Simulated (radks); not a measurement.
Effect of the nuclear size on the chromium ion Cr3+, [Ar] 3d3. Method: Dirac Kohn-Sham, exchange-only LDA, spin-unpolarised, spherical densities, finite nucleus; open shells fill j = l - 1/2 first; Fermi nuclear charge, rms radius 3.6452 fm; computed with a radial shooting solver on a logarithmic mesh with Libxc functionals. The rms radius is varied about that value; shifts are against it.

rms radius (fm)  total energy shift (eV)  density at nucleus (e/bohr^3)  1s1/2 shift (meV)  2s1/2 shift (meV)  3s1/2 shift (meV)
2.9854                           -0.0242                      1.145e+04              -10.3             -0.893             -0.129
3.4848                          -0.00631                      1.138e+04              -2.68             -0.233             -0.034
3.6452                                 0                      1.136e+04              0.000              0.000              0.000
3.9514                            0.0128                      1.133e+04               5.43              0.472              0.068
4.079                             0.0184                      1.132e+04               7.82              0.680              0.099

Slopes of the eigenvalues against <r^2> in GHz/fm^2, as finite differences over the two radii next to the reference (eigenvalue slopes, not the field-shift constants of lines): 1s1/2 565, 2s1/2 49.1, 3s1/2 7.12.
